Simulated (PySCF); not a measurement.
**Static response to an electric field**

Species: C5H6F2O2.
Numbering: `[CH3:1][O:2]/[C:3]([CH3:4])=[C:5](/[F:6])[C:7](=[O:8])[F:9]` (hydrogens: H10, H11, H12 on C1; H13, H14, H15 on C4)

Cartesian coordinates in Å at the GFN2-xTB level; atoms count from 1:
```xyz
15
C5H6F2O2 angstrom
C     -2.0781   -0.4054    0.0105
O     -0.7476   -0.6222   -0.4121
C      0.2355    0.1358    0.0725
C     -0.0377    1.2230    1.0588
C      1.4995   -0.1178   -0.3656
F      2.5160    0.6435    0.1149
C      1.8590   -1.1468   -1.3141
O      1.1636   -1.9329   -1.8699
F      3.2040   -1.1516   -1.5517
H     -2.4251    0.5993   -0.2449
H     -2.1918   -0.5679    1.0857
H     -2.6711   -1.1406   -0.5301
H     -0.7236    1.9562    0.6354
H     -0.4940    0.8127    1.9592
H      0.8869    1.7227    1.3295
```

Level: PBE0/def2-SVPD (PySCF), static field, nuclei fixed, core orbitals frozen in the response. The polarisability tensor in these axes (au):

```
x    91.43  -5.37 -12.12
y    -5.37  65.79  15.91
z   -12.12  15.91  64.23
```

Give the principal values, the mean and the anisotropy Δα = √{½[(α1 − α2)² + (α2 − α3)² + (α1 − α3)²]}.

Principal values 48.41, 73.17 and 99.87 au; mean 73.82 au = 10.94 Å³ = 12.17 × 10⁻⁴⁰ C²·m²/J; Δα = 44.57 au (60 % of the mean).

What is the dipole moment, and where does it point?

(-4.63, 2.90, 3.31) D, 6.38 D in size, pointing from the negative to the positive side. Measured along this direction, the outermost atoms are F9 at the negative end and H10 and H11 at the positive end.

What depolarisation ratio follows for Rayleigh scattering of linearly polarised light, taking the static tensor?

ρ = 3Δα²/(45ᾱ² + 4Δα²) = 5959.7/(245203 + 7946.3) = 0.0235.

Molar refractivity from α?

Lorentz–Lorenz: R = (4π/3)N_A α = 2.5225 cm³/(mol·Å³) × 10.94 Å³ = 27.6 cm³/mol, in the limit of long wavelengths.

Refractivity n − 1 of an ideal gas of it at 298.15 K and 1 atm, from the electronic α?

N = p/kT = 2.4615 × 10¹⁹ cm⁻³, so n − 1 = 2π × N × 10.94 × 10⁻²⁴ cm³ = 1692 × 10⁻⁶ at long wavelengths, for an ideal gas.

Directions of the eigenvectors, and the extent of the frame along each?

Largest value along (0.84, -0.33, -0.43), where the nuclei span 5.86 Å; middle along (0.53, 0.69, 0.50), 4.78 Å; least along (0.13, -0.65, 0.75), 1.79 Å. The response follows the extents in order.

How large is μ²/3kT at 400 K beside α?

In Gaussian units μ²/3kT = 246.01 Å³ against 10.94 Å³, a ratio of 22.49; the Debye molar polarisation (4π/3)N_A(α + μ²/3kT) is 648.2 cm³/mol, leaving out the vibrational part.

One conformer (not necessarily the lowest) at the GFN2-xTB geometry, without solvent, vibrations or thermal averaging.
